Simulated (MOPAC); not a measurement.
MOPAC input (PM6):

```
PM6 FORCE THERMO(298,298) PRECISE LET CHARGE=1 GEO-OK AUX(PRECISION=9) THREADS=1
HSZn

Zn   -0.38444893 1   -0.67373415 1   -0.30710564 1
S     0.60293071 1    1.19662990 1    0.47996734 1
H     1.54341650 1    0.59673409 1    1.25799587 1
```

Problem. Which zero-point energy does it print?

Solution. 5.32 kcal/mol, from the harmonic wavenumbers of PM6.
